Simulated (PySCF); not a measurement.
# Structure from 2D NMR

Compound of formula C$_{2}$H$_{8}$N$_{2}$Si$_{2}$. Correlations simulated from computed shifts and the bond graph:

HSQC (one-bond C–H):
```tsv
δH	δC
1.91	99.5
```

HMBC (two and three bonds, from the bond graph):
```tsv
δH	δC
4.96	99.5, 92.6
1.91	92.6
```

Carbons without hydrogens: δ 92.6.

Non-relativistic Hamiltonian, gas phase, one averaged value for each set of equivalent atoms, one computed conformer. GFN2-xTB structure; PBE0/pcSseg-1 with gauge-including orbitals; PySCF 2.14.0 with density-fitted response routines.

Chemical shifts δ = σref − σ; 1H and 13C vs TMS, all at this level.

Exchangeable hydrogens are left out of these lists.

Work out the connectivity.

Results:

SMILES C#C[Si@H](N)N[SiH3].

Structure with atom numbers: `[CH:1]#[C:2][Si@H:3]([NH2:4])[NH:5][SiH3:6]`. Each H is labelled by its parent atom.

1. δC 99.5 is C1, a terminal alkyne carbon (δH 1.91).
2. δC 92.6 is C2, an alkyne carbon.
3. HMBC from δH 4.96 reaches the proton-free carbon C2.
4. HMBC from δH 1.91 reaches the proton-free carbon C2.

This is the structure that produced the data.

The OH or NH signal is concentration- and solvent-dependent in practice; the value given is the gas-phase one. Shifts are as computed. Against solution values, carbons near 30 ppm lie about +3 ppm off and those near 130 ppm about +5 ppm. Of 1309 compounds with measured shifts, 239 miss one by over three times the rms of a fit or turn the order of signals round; such compounds aren't used in these exercises.
